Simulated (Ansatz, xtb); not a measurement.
**Relative energy of two isomers of C4H6BF**

Structure X: `FC1=CBCC1`, a singlet. Structure Y: `CC1=C(BF)C1`, a singlet. Both are isolated molecules in the gas phase, relaxed with PBE-D3(BJ)/def2-SVP; the shapes shown needn't be the lowest conformers.

X (Å):

```yaml
atoms:
  - { symbol: C, position_ang: [-1.6892, 1.2446, -0.9044] }
  - { symbol: C, position_ang: [-1.1688, 0.0507, -0.4930] }
  - { symbol: C, position_ang: [0.5413, 1.8973, -0.3161] }
  - { symbol: C, position_ang: [-0.7943, 2.4455, -0.8603] }
  - { symbol: B, position_ang: [0.2796, 0.3454, -0.0857] }
  - { symbol: F, position_ang: [-2.9386, 1.4233, -1.3439] }
  - { symbol: H, position_ang: [-1.7640, -0.8733, -0.4966] }
  - { symbol: H, position_ang: [1.0982, -0.4483, 0.3395] }
  - { symbol: H, position_ang: [1.3867, 2.0666, -1.0182] }
  - { symbol: H, position_ang: [0.8528, 2.3991, 0.6260] }
  - { symbol: H, position_ang: [-1.2519, 3.2341, -0.2230] }
  - { symbol: H, position_ang: [-0.7172, 2.8959, -1.8745] }
```

Y (Å):

```xyz
12

C     0.2423   -1.5671   -1.0593
C    -0.3288   -0.2144   -1.1593
C    -0.1869    1.1050   -1.1044
C    -1.5834    0.5516   -1.4150
B     0.7279    2.3109   -0.8843
F     0.2352    3.5541   -0.9590
H     0.0821   -2.1196   -2.0103
H     1.3243   -1.5529   -0.8255
H    -0.2919   -2.1494   -0.2778
H     1.9176    2.1969   -0.6374
H    -1.9833    0.6206   -2.4478
H    -2.3735    0.5863   -0.6367
```

Energies in hartree; the thermal terms are from GFN2-xTB frequencies at re-optimised GFN2-xTB minima (ideal gas, soft modes damped towards free rotors, one conformer each, 298.15 K, 1 atm) and include the zero-point energy:

|  | X | Y |
| --- | --- | --- |
| E, CCSD(T)/def2-SVP | −279.734536 | −279.730739 |
| E, MP2/def2-SVP | −279.656940 | −279.656279 |
| E, MP2/def2-TZVPP | −280.172793 | −280.166965 |
| zero-point energy | 0.090617 | 0.088622 |
| H(298 K) − E | 0.097273 | 0.096814 |
| G(298 K) − E | 0.061554 | 0.057122 |

Task: Correct the CCSD(T) difference for the basis set by the MP2 change, then work out ΔE, ΔE₀, ΔH and ΔG for X → Y in kJ/mol (1 Eh = 2625.50 kJ/mol) and the equilibrium ratio [Y]/[X].

Result: 1. Differences Y − X: CCSD(T) +0.003797, MP2 in the small set +0.000661, MP2 in the large set +0.005828 Eh.
2. ΔE = +0.003797 + (+0.005828 − (+0.000661)) = +0.008964 Eh = +23.53 kJ/mol.
3. ΔE₀ = ΔE + ΔZPE = +0.008964 + (−0.001995) Eh = +18.30 kJ/mol.
4. ΔH = ΔE + (−0.000459) Eh = +22.33 kJ/mol.
5. ΔG = ΔE + (−0.004432) Eh = +11.90 kJ/mol, so ΔS = (ΔH − ΔG)/T = +35.0 J/(mol K).
6. kT = 0.9442 mEh, so K = [Y]/[X] = exp(−ΔG/kT) = exp(−4.80) ≈ 0.0082.

Structure X is favoured at this temperature. An error of 4 kJ/mol in ΔG would change K by a factor of 5. The basis-set step is large, which makes the value less sure. MP2/def2-SVP found them nearly level. Mirror images and further conformers aren't counted.

As drawn, Y has 1 C–C, 1 B–F in place of 1 C–F, 1 C–B. Structure X has a 5-membered ring, Y a 3-membered ring.

Other levels gave ΔE = +22.5 (GFN2-xTB); +112.1 (HF/STO-3G, GFN2-xTB geometries); +23.6 (r2SCAN-D4/def2-SVP, GFN2-xTB geometries); +22.6 (PBE-D3(BJ)/def2-SVP); +18.9 (HF/def2-SVP); +1.7 (MP2/def2-SVP); +10.0 (CCSD(T)/def2-SVP) kJ/mol. The correlated steps freeze 6 core orbitals. Programs: Ansatz 0.2.0, xtb 6.7.1.
